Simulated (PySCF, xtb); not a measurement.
SnI, SMILES [Sn+][I] (connectivity only; charge and spin as stated), charge +1, multiplicity 1.

Harmonic wavenumbers (cm⁻¹) from GFN2-xTB in xtb at its own minimum, in rising order: 244.

### Question
What does PBE-D3(BJ)/def2-TZVP (PySCF) give at its own minimum? (Estimate from the structure and the level; the computed values follow.)

### Answer
231. Paired by order, the mean absolute difference is 13 cm⁻¹ and the zero-point energies are 0.3 and 0.3 kcal/mol.
